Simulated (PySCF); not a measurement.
Isomers of C6H10O2, mass 114.068 u with the commonest isotopes. Computed with PBE0/def2-SVPD in PySCF (dipole) on a GFN2-xTB geometry, gas phase. One conformer each, none proved a minimum here; rigid rotors.

Question: Order these by rotational constant C, smallest first.
A. `[CH3:1][CH2:2]/[CH:3]=[C:4](\[CH3:5])[C:6](=[O:7])[OH:8]` with C1–C2–C3–C4 113°, C3–C4–C6–O7 178°, C4–C6–O8–H 180°
B. `[CH3:1][O:2][C@@H:3]1[CH2:4][CH2:5][C@@H:6]2[O:7][C@H:8]12` with C1–O2–C3–C4 -176°, O2–C3–C4–C5 -153°, C3–C4–C5–C6 28°, C4–C5–C6–O7 46°, C5–C6–O7–C8 -98°
C. `[CH2:1]=[C:2]([CH2:3][CH3:4])[C:5](=[O:6])[O:7][CH3:8]` with C1–C2–C3–C4 -105°, C1–C2–C5–O6 9°, C2–C5–O7–C8 180°

Answer: A (951.7 MHz), C (1166 MHz), B (1344 MHz).

Question: Order these by rotational constant A, largest first.
A. `[CH2:1]=[C:2]([CH2:3][CH3:4])[C:5](=[O:6])[O:7][CH3:8]` with C1–C2–C3–C4 -105°, C1–C2–C5–O6 9°, C2–C5–O7–C8 180°
B. `[CH3:1][O:2][C@@H:3]1[CH2:4][CH2:5][C@@H:6]2[O:7][C@H:8]12` with C1–O2–C3–C4 -176°, O2–C3–C4–C5 -153°, C3–C4–C5–C6 28°, C4–C5–C6–O7 46°, C5–C6–O7–C8 -98°
C. `[CH3:1][CH2:2]/[CH:3]=[C:4](\[CH3:5])[C:6](=[O:7])[OH:8]` with C1–C2–C3–C4 113°, C3–C4–C6–O7 178°, C4–C6–O8–H 180° (trans-2-methyl-2-pentenoic acid)

Answer: B (4186 MHz), C (3779 MHz), A (2845 MHz).

Question: Order these by out-of-plane moment Σ m c² = (Ia + Ib − Ic)/2, largest first.
A. `[CH3:1][O:2][C@@H:3]1[CH2:4][CH2:5][C@@H:6]2[O:7][C@H:8]12` with C1–O2–C3–C4 -176°, O2–C3–C4–C5 -153°, C3–C4–C5–C6 28°, C4–C5–C6–O7 46°, C5–C6–O7–C8 -98°
B. `[CH3:1][CH2:2]/[CH:3]=[C:4](\[CH3:5])[C:6](=[O:7])[OH:8]` with C1–C2–C3–C4 113°, C3–C4–C6–O7 178°, C4–C6–O8–H 180°
C. `[CH2:1]=[C:2]([CH2:3][CH3:4])[C:5](=[O:6])[O:7][CH3:8]` with C1–C2–C3–C4 -105°, C1–C2–C5–O6 9°, C2–C5–O7–C8 180°

Answer: A (25.87 u·Å²), C (22.82 u·Å²), B (19.00 u·Å²).

```json
{"SMILES": "C=C(CC)C(=O)OC", "point group": "C1", "Ia (u·Å²)": "177.63", "Ib (u·Å²)": "301.43", "Ic (u·Å²)": "433.42", "κ": "-0.39", "μa (D)": "0.71", "μb (D)": "1.74", "μc (D)": "0.69"}
{"SMILES": "CO[C@@H]1CC[C@@H]2O[C@@H]21", "point group": "C1", "Ia (u·Å²)": "120.73", "Ib (u·Å²)": "307.06", "Ic (u·Å²)": "376.05", "κ": "-0.79", "μa (D)": "0.16", "μb (D)": "0.37", "μc (D)": "2.51"}
{"SMILES": "CC/C=C(\\C)C(=O)O", "point group": "C1", "Ia (u·Å²)": "133.74", "Ib (u·Å²)": "435.26", "Ic (u·Å²)": "531.01", "κ": "-0.85", "μa (D)": "2.41", "μb (D)": "1.01", "μc (D)": "0.42"}
```
